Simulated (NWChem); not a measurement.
# CH$_{3}$BeF; SMILES [CH3][Be][F]

```xyz
6

Be     0.0000     0.0000     0.1782
F      0.0000     0.0000     1.5555
C      0.0000     0.0000    -1.5007
H     -0.6182     0.8083    -1.9026
H     -0.3909    -0.9395    -1.9026
H      1.0091     0.1312    -1.9026
```
Atoms are numbered in this order, from 1.

Program: NWChem. Medium grid unless said otherwise, to which SCAN and Minnesota functionals are sensitive. Structure relaxed at the PBE0-D3(BJ)/def2-TZVP level. Total energies of different functionals are on different scales.

```json
[
 {"level": "B3LYP/def2-SVP", "energy (Ha)": "-154.4720", "highest occupied level (eV)": "-8.62", "orbital gap (eV)": "8.54", "dipole (D)": "1.26"},
 {"level": "PBE/def2-SVP", "energy (Ha)": "-154.2699", "highest occupied level (eV)": "-7.46", "orbital gap (eV)": "6.99", "dipole (D)": "1.22"},
 {"level": "PW6B95/def2-SVP", "energy (Ha)": "-154.6408", "highest occupied level (eV)": "-8.97", "orbital gap (eV)": "9.05", "dipole (D)": "1.32"},
 {"level": "revPBE/def2-SVP", "energy (Ha)": "-154.4075", "highest occupied level (eV)": "-7.42", "orbital gap (eV)": "6.97", "dipole (D)": "1.21"},
 {"level": "B97-2/def2-SVP", "energy (Ha)": "-154.4164", "highest occupied level (eV)": "-8.62", "orbital gap (eV)": "8.86", "dipole (D)": "1.32"},
 {"level": "HCTH/407/def2-SVP", "energy (Ha)": "-154.4492", "highest occupied level (eV)": "-7.62", "orbital gap (eV)": "6.93", "dipole (D)": "1.23"},
 {"level": "r2SCAN/def2-SVP", "energy (Ha)": "-154.3773", "highest occupied level (eV)": "-7.78", "orbital gap (eV)": "7.97", "dipole (D)": "1.30"},
 {"level": "LRC-wPBEh/def2-SVP", "energy (Ha)": "-154.3050", "highest occupied level (eV)": "-10.84", "orbital gap (eV)": "12.53", "dipole (D)": "1.32"}
]
```
